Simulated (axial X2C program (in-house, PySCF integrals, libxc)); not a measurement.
Nuclear properties of RuSH

Calculated with an axial X2C code built on PySCF integrals: two-component X2C with atomic mean-field Coulomb and Gaunt terms, Gaussian nuclei, basis Ru dyall-v3z, S dyall-av3z, H dyall-v3z with contracted cores.

Ru–S–H held linear, with bonds 2.152 and 1.349 Å (near the PBE0 minimum at charge 0 of the determinant lowest at the starting distance; the state shown can have its own minimum elsewhere, held linear; other orders of the atoms were not compared).

Input and command:
```json
{"zs": [44, 16, 1], "q": 0, "bas": ["dyall-v3z", "dyall-av3z", "dyall-v3z"], "r0": [2.28, 1.34], "symm": 0, "scan": ["PBE0", "HF", "B3LYP"], "levels": ["PBE0", "HF", "PBE"], "nst": 2}
```
```bash
python solin.py task.json out
```

Keys: zs atomic numbers; q charge; bas basis sets; r0 starting distance in Å; symm equal bonds; scan levels of the two-bond scan; levels methods; nst determinants followed.

Determinant lowest in the PBE0 search, Ω = 7/2 (⟨Sz⟩ = 1.49, ⟨Lz⟩ = 2.01 at PBE0), spin on the atoms Ru 1.31, S 0.20, H -0.02:

```tsv
level	Eeff magnitude (GV/cm)	Ws magnitude Ru (kHz)	A∥/gI Ru (MHz)	qzz Ru (a.u.)	A∥/gI S (MHz)	qzz S (a.u.)	A∥/gI H (MHz)	qzz H (a.u.)	μ (D)
PBE0	1.44	0.136	136	-0.44	-7.88	1.66	-0.698	0.23	-3.31
HF	1.82	0.189	-9.85	-1.08	3.53	1.93	-1.03	0.23	-4.97
PBE	1.26	0.115	185	-0.18	-14.1	1.51	-0.79	0.23	-2.56
```

Eeff is the effective electric field on the electron electric dipole moment in this Ω state and Ws the scalar–pseudoscalar constant of the nucleus named (defined with the proton number Z and per Ω); A∥ (defined per Ω) follows by multiplying with gI = μI/(I μN); qzz is the electric field gradient, eQq0 = 234.96 MHz × Q/barn × qzz; μ is positive if the H end (last atom) is positive. The operators were transformed with the bare-nucleus X2C matrices; with these basis sets, hyperfine constants and field gradients can be off by tens of per cent, and where levels differ in sign neither size nor sign is settled.

**Question.** With Q(33S) = -0.0694 barn, gI(1H) = 5.5857 (g factors from the IAEA table of nuclear moments by Stone; Q from Pyykkö, Mol. Phys. 2018), turn the PBE0 values of the first state into constants in MHz.

**Answer.** eQq0(33S) = 234.96 × (-0.0694) × (1.66) = -27.1 MHz; A∥(1H) = -0.698 × 5.5857 = -3.9 MHz.

The molecule was held linear; bending was not examined, so a bent shape may lie lower. Hydrosulfides and their kin are strongly bent in nature, so this linear model does not describe the real molecule.

Each state is one determinant with collinear spin, which with several unpaired electrons need not be a pure state. Unrestricted Hartree–Fock can overshoot spin polarisation at the nuclei. With several open shells hyperfine constants can be off by a factor of several. The search compared states at one distance, so a state with another bond length can lie lower. Further determinants of the search, some of them spin-mixed, are not shown. Where a field gradient or hyperfine factor spreads by more than a factor of two over the levels, a constant derived from it is not to be relied on.
